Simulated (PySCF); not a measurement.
Ionisation energy of Fe by level of theory

Fe [Ar] 3d6 4s2 (5D) → Fe⁺ [Ar] 3d6 4s1 (6D), as a difference of total energies. Calculation: PySCF 2.14, in dyall-ae2z; the spin-free X2C one-electron Hamiltonian (Gaussian nucleus). Correlated levels: valence and next inner shell: [Ne] frozen; virtual orbitals above 40 to 60 times the deepest correlated orbital energy dropped. The calculations carry no spin-orbit coupling.

```
                                method  ionisation energy (eV)  error (eV)
                                   UHF                   6.433      -1.471
    MP2 (valence and next inner shell)                   7.549      -0.355
SCS-MP2 (valence and next inner shell)                   7.628      -0.276
   CCSD (valence and next inner shell)                   7.665      -0.239
CCSD(T) (valence and next inner shell)                   7.788      -0.116
```

Reference: 7.904 eV (measured; NIST levels, between the centres of gravity of the two terms).

Errors of the correlated levels include the incompleteness of this basis and the frozen core.
